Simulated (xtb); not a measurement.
Si(H)2(I)(Me) (CH5ISi), SMILES C[SiH2]I. All values are semi-empirical tight-binding results from xtb (GFN2-xTB unless named), good for trends rather than for accurate numbers. Coordinates come from a GFN2-xTB optimisation.

Optimised geometry:

Bonded distances (Å): Si1–C2 1.887, Si1–I3 2.474, Si1–H4 1.456, Si1–H5 1.456, C2–H6 1.087, C2–H7 1.087, C2–H8 1.087. Bond angles (°): C2–Si1–I3 107.5, C2–Si1–H4 112.6, C2–Si1–H5 112.6, I3–Si1–H4 105.5, I3–Si1–H5 105.5, H4–Si1–H5 112.5, Si1–C2–H6 111.3, Si1–C2–H7 111.0, Si1–C2–H8 111.3, H6–C2–H7 107.8, H6–C2–H8 107.6, H7–C2–H8 107.8.

```
Quantity                                        Value
--------------------------------------  -------------
point group as xtb finds it                        Cs
orbital gap                                   5.35 eV
zero-point energy                       33.9 kcal/mol
G − E(el) at 298.15 K (modified RRHO)   14.9 kcal/mol
static polarisability (D4 model)           74.9 bohr³
solvation energy, GFN2-xTB/ALPB(water)  -1.8 kcal/mol
solvation energy, GFN2-xTB/ALPB(ether)  -5.5 kcal/mol
```

Computed atomic charges and the Wiberg bond orders between heavy atoms:
charges (e) Si1 0.49, C2 -0.19, I3 -0.22, H4 -0.09, H5 -0.09, H6 0.04, H7 0.02, H8 0.04. Bond orders Si1–C2 0.92, Si1–I3 1.04.
